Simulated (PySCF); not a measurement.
## Correlation energy of Ti¹⁴⁺ (titanium, charge +14)

Starting occupation: [He] 2s2 2p4, 2p1/2 with m_j = -1/2, +1/2, 2p3/2 with m_j = +1/2, +3/2. All numbers are calculated (PySCF 2.14, X2C-1e with screened-nucleus spin-orbit coupling, Gaussian nucleus, in an uncontracted even-tempered set (18 s from 2.6 bohr⁻², ratio 2.4; 11 p from 3.4 bohr⁻², ratio 2.4; 5 d from 15 bohr⁻², ratio 2.6; 5 f from 23 bohr⁻², ratio 2.6)). Frozen: nothing; 8 electrons correlated; the 30 highest virtual spinors left out.

MP2 pair energies summed by pair of shells (mhartree):

```csv
pair,energy,share (%)
2p-2s,-85.88,33.4
2p-2p,-81.90,31.9
1s-1s,-39.21,15.3
1s-2p,-28.50,11.1
2s-2s,-12.12,4.7
1s-2s,-9.20,3.6
```

Total MP2 correlation energy: -256.81 mhartree.

The GHF reference relaxed away from the jj start to a determinant that is no pure jj level (⟨S²⟩ = 1.90, ⟨J²⟩ = 6.00); the energies belong to that determinant.
